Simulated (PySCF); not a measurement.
**Calculated properties of `C[P@@H+](CC(F)(F)F)C(F)=C(F)F`**

C₅H₆F₆P (charge +1).
Atom-mapped SMILES: `[CH3:1][P@@H+:2]([CH2:3][C:4]([F:5])([F:6])[F:7])[C:8]([F:9])=[C:10]([F:11])[F:12]` (hydrogens: H13, H14, H15 on C1; H16 on P2; H17, H18 on C3)

Structural features include: C=C double bond, CF3 group and C–F bond.

From GFN2-xTB geometry:

```
Point group of the GFN2-xTB geometry                  : C1
Rotational constants A, B, C of the GFN2-xTB geometry : 1.697, 0.376, 0.367 GHz
```

PBE0/pcSseg-1 ground state and GIAO shieldings, non-relativistic (PySCF):

```
HOMO energy                                                 : -12.69 eV
LUMO energy                                                 : -5.56 eV
HOMO–LUMO gap                                               : 7.13 eV
Lowest Hirshfeld atomic charge                              : -0.12 e on C1
Highest Hirshfeld atomic charge                             : +0.45 e on P2
13C chemical shifts (computed TMS as zero) by class         : 172.2 (C10), 130.1 (C4), 120.1 (C8), 35.2 (C3), 8.1 (C1) ppm
1H chemical shifts (computed TMS as zero) by class          : 6.83 (H16), 3.92 (H17), 3.86 (H18), 2.78 (H13/H14/H15) ppm
Isotropic shieldings of nuclei other than C and H, by class : 223 (F11), 236 (F5/F6/F7), 261 (F12), 386 (F9), 342 (P2) ppm
Mayer bond orders between heavy atoms                       : C1–P2 1.07, P2–C3 0.96, C3–C4 1.00, C4–F5 1.01, C4–F6 1.08, C4–F7 0.94, P2–C8 0.94, C8–F9 0.94, C8–C10 1.64, C10–F11 1.11, C10–F12 1.03
```

Monoisotopic mass of the ion (most abundant isotopes, electron mass counted): 211.0106 u.

With B = h/(8π²I), that is 505.379 GHz u Å² over I, the principal moments of inertia are 297.8, 1344.1 and 1375.3 u Å² (most abundant isotopes); the inertial defect Ic − Ia − Ib is -266.6 u Å² (zero for a rigid planar frame, negative otherwise). The rotational constants make it an asymmetric top with κ = (2B − A − C)/(A − C) = -0.99, nearer the prolate limit (−1).

One conformer (not necessarily the lowest) at the GFN2-xTB geometry, without solvent or vibrations. NMR classes are plain means over equivalent atoms (diastereotopic ones count apart unless rotation or inversion swaps them), as if these changed places fast; in this geometry the members of some classes differ.

For the NMR shielding job (PBE0/pcSseg-1), rough CPU time on one thread of a shared machine: about 3 min (grids of density and orbitals included).

Shape of the structure used: `[CH3:1][P@@H+:2]([CH2:3][C:4]([F:5])([F:6])[F:7])[C:8]([F:9])=[C:10]([F:11])[F:12]`: C1–P2–C3–C4 -56°, P2–C3–C4–F5 81°, C1–P2–C8–F9 -75°.
